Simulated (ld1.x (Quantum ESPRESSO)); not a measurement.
# What one change does to a pseudopotential (tellurium, TM)

```
Element                 : Te
Generator               : ld1.x (Quantum ESPRESSO) 7.5
Type                    : norm-conserving Troullier–Martins (Kleinman–Bylander form)
Functional              : PBE
Relativity              : scalar-relativistic
Frozen core             : [Kr]
Valence charge          : 16
Reference configuration : 4d10 5s1 5p5
Partial waves           : 5p (bound): rc 2.10 bohr; 4d (bound): rc 1.25 bohr; 5s (bound): rc 1.95 bohr
Local potential         : the s channel
Core correction         : none
```

All-electron outer shells of the reference configuration (PBE, scalar-relativistic, ld1.x):

| shell | level (eV) | outermost node (bohr) | outermost maximum (bohr) |
| --- | --- | --- | --- |
| 4s | -165.80 | 0.38 | 0.70 |
| 4p | -115.81 | 0.38 | 0.74 |
| 4d | -43.00 | 0.36 | 0.81 |
| 5s | -15.86 | 0.91 | 1.77 |
| 5p | -6.50 | 1.00 | 2.14 |

Change: all radii scaled by about 1.32 (s 2.58, p 2.78, d 1.64 bohr).

Cutoffs: the cutoffs (Ry, on a coarse ladder) from which the occupation-weighted sum of valence levels, in a spherical-Bessel basis at the reference potential, stays within 10 and 1 mRy of its value at 400 Ry; they do not see the model core or the augmentation charge, which bear on the density cutoff. Errors are all-electron minus pseudo energies relative to the spin-unpolarised reference configuration.

Q: How do hardness, ghosts and transferability respond?

A: The potential gets softer (110 Ry and 180 Ry → 90 Ry and 160 Ry); of the 7 tests that both files solve, the error grows in 5 and shrinks in 2 by more than 15 % and 0.3 meV (median size 5.7 → 17.2 meV); neither file shows a bound ghost. A larger radius leaves more room for a smooth pseudo-wave, so fewer plane waves are needed.

| quantity | base | changed |
| --- | --- | --- |
| cutoff, loose | 110 Ry | 90 Ry |
| cutoff, tight | 180 Ry | 160 Ry |
| loose cutoff by channel (10 mRy a level) | p 12 Ry, d 90 Ry, s 21 Ry | p 6 Ry, d 70 Ry, s 10 Ry |
| bound ghosts | none | none |
| error for 4d10 5s2 5p4, meV [ΔE -9.25 eV] | -0.5 | -11 |
| error for 4d10 5s2 5p3, meV [ΔE 0.47 eV] | -5.7 | -19 |
| error for 4d10 5s2 5p2, meV [ΔE 18.40 eV] | -8.8 | -17 |
| error for 4d10 5s1 5p4, meV [ΔE 10.32 eV] | -0.7 | +1.2 |
| error for 4d9 5s2 5p4, meV [ΔE 40.00 eV] | -353 | +22 |
| error for 4d10 5s2 5p0, meV [ΔE 81.78 eV] | +20 | +27 |
| error for 4d10 5s2 5p1, meV [ΔE 45.30 eV] | -4.1 | -2.8 |
